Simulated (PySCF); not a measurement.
**C3H7F2Si2: g tensor and hyperfine couplings**

Compound: C3H7F2Si2 (doublet state).
Structure used (GFN2-xTB), in Å, numbered top down from 1:
```
atom  x, y, z in Å
C1    -2.303   -0.756   -0.041
C2    -1.438    0.086   -0.584
Si3    0.138    0.658    0.278
Si4    1.508   -1.156    0.845
C5     0.888    1.874   -0.925
F6     1.050    1.585   -2.226
F7     1.909    2.664   -0.555
H8    -2.157   -1.158    0.950
H9    -3.199   -1.080   -0.547
H10   -1.637    0.455   -1.582
H11   -0.186    1.520    1.426
H12    1.900   -1.928   -0.336
H13    2.726   -0.704    1.519
H14    0.800   -2.061    1.756
```

The hyperfine couplings belong to this conformer and change with its torsions.

As a line formula: `C=C[Si@@H]([SiH3])[C](F)F` [radical].

Level of theory: UKS B3LYP, pcH-1 on C F H Si, non-relativistic, mean-field spin-orbit, GIAO (PySCF). The structure is a single GFN2-xTB conformer in the gas phase; no vibrational or solvent corrections. The geometry wasn't refined by DFT: couplings that depend on bond lengths, twists or pyramidal angles can differ widely from those at the functional's own minimum. Stability of the SCF solution: not tested.

* g1, g2, g3: 2.00169, 2.00498, 2.00609
* g_iso: 2.00425
* Form of g: rhombic: the two nearest values differ by 25 % of g3 − g1
* ⟨S²⟩: 0.7535 (exact 0.7500)
* α and β electrons: 36, 35
* HOMO–LUMO gap, α and β orbitals: 4.84, 5.54 eV
* Total energy: -897.15717 Eh
* Basis functions: 265

Hyperfine couplings atom by atom, in 10⁻⁴ cm⁻¹; T1 to T3 are the principal values of the dipolar part; ρ(0) is the spin density at the nucleus (1 × 10⁻⁴ cm⁻¹ = 2.998 MHz):

| atom | isotope | a_iso | of which spin–orbit | T1 | T2 | T3 | Mulliken spin population | ρ(0) (bohr⁻³) |
| --- | --- | --- | --- | --- | --- | --- | --- | --- |
| C1 | 13C | -0.4 | 0.0 | -0.1 | 0.0 | 0.2 | 0.00 | -0.0012 |
| C2 | 13C | 1.3 | 0.0 | -0.3 | -0.1 | 0.4 | 0.00 | 0.0034 |
| Si3 | 29Si | -3.9 | 0.0 | -3.1 | 0.6 | 2.5 | 0.00 | 0.0133 |
| Si4 | 29Si | -21.7 | 0.0 | -4.9 | 2.3 | 2.6 | 0.07 | 0.0732 |
| C5 | 13C | 75.9 | 0.0 | -26.0 | -25.6 | 51.6 | 0.80 | 0.2024 |
| F6 | 19F | 54.9 | 0.4 | -77.9 | -70.2 | 148.1 | 0.06 | 0.0388 |
| F7 | 19F | 52.6 | 0.4 | -77.8 | -70.1 | 147.9 | 0.06 | 0.0372 |
| H8 | 1H | 0.0 | 0.0 | -0.3 | -0.2 | 0.5 | 0.00 | 0.0000 |
| H9 | 1H | -0.2 | 0.0 | -0.2 | -0.2 | 0.4 | 0.00 | -0.0001 |
| H10 | 1H | -0.1 | 0.0 | -0.9 | -0.8 | 1.7 | 0.00 | -0.0001 |
| H11 | 1H | 2.9 | 0.0 | -1.4 | -0.9 | 2.2 | 0.00 | 0.0019 |
| H12 | 1H | -0.9 | 0.0 | -0.6 | -0.2 | 0.8 | 0.00 | -0.0006 |
| H13 | 1H | -0.9 | 0.0 | -0.6 | -0.2 | 0.8 | 0.00 | -0.0006 |
| H14 | 1H | 7.1 | 0.0 | -0.5 | -0.1 | 0.6 | 0.01 | 0.0048 |

Largest spin populations (Mulliken): C5 (+0.80), Si4 (+0.07), F7 (+0.06) and F6 (+0.06). C5 is the only atom above +0.15. The angles at C5 add up to 350.5°, so it is slightly pyramidal.

Under fast tumbling the dipolar parts average out, and these isotropic splittings remain: 2 × 19F (F6/F7, I = 1/2, 3 lines) with 5.74 mT, 1 × 1H (H11, I = 1/2, 2 lines) with 0.31 mT and 3 × 1H (H12/H13/H14, I = 1/2, 4 lines) with 0.19 mT.

Class means assume fast exchange of nuclei equivalent by connectivity; if that motion is slow, each nucleus keeps its own coupling. The three 1H nuclei of mean +5.3 MHz run from -2.7 to 21.3 MHz in the frozen geometry.

The 29Si coupling of Si4 (-65.0 MHz) shows only in satellite lines or after enrichment, since that isotope makes up about 4.7 % of natural silicon.

The 13C coupling of C5 (227.7 MHz) shows only in satellite lines or after enrichment, since that isotope makes up about 1.07 % of natural carbon.

Examples of negative spin density at the nucleus (bohr⁻³): C1 (-0.0012).

Time: 73 s (grids of density and orbitals included); peak memory 0.94 GiB. Hardware: one thread of an Arm Neoverse V1, on a shared host.
